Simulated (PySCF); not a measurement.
BClH4Si. Atoms are numbered in the order given.

```xyz
7

B     -0.7583     0.1757     0.0000
Cl     0.1798     1.6514     0.0000
H     -1.9395     0.3160     0.0000
Si     0.1230    -1.6375     0.0000
H     -0.3247    -2.3917     1.1996
H     -0.3247    -2.3917    -1.1996
H      1.6023    -1.5601     0.0000
```
Charge 0, spin multiplicity 1.

Coordinates come from a B3LYP-D3(BJ)/def2-TZVP optimisation.

All values below come from PBE/def2-TZVPD (PySCF).

Symmetry labels are those of the subgroup Cs that the program uses (full group Cs).

### Question
List the valence orbital energies around the gap with their symmetry. (The exact figures need the calculation; the answer reports its results.)

### Answer

| orbital | symmetry | energy (eV) |
|---|---|---|
| HOMO−7 | A' | -13.82 |
| HOMO−6 | A' | -12.16 |
| HOMO−5 | A' | -10.05 |
| HOMO−4 | A" | -9.05 |
| HOMO−3 | A' | -8.88 |
| HOMO−2 | A" | -8.50 |
| HOMO−1 | A' | -8.42 |
| HOMO | A' | -6.78 |
| LUMO | A" | -3.29 |
| LUMO+1 | A' | -0.51 |
| LUMO+2 | A' | -0.20 |
| LUMO+3 | A' | 0.07 |
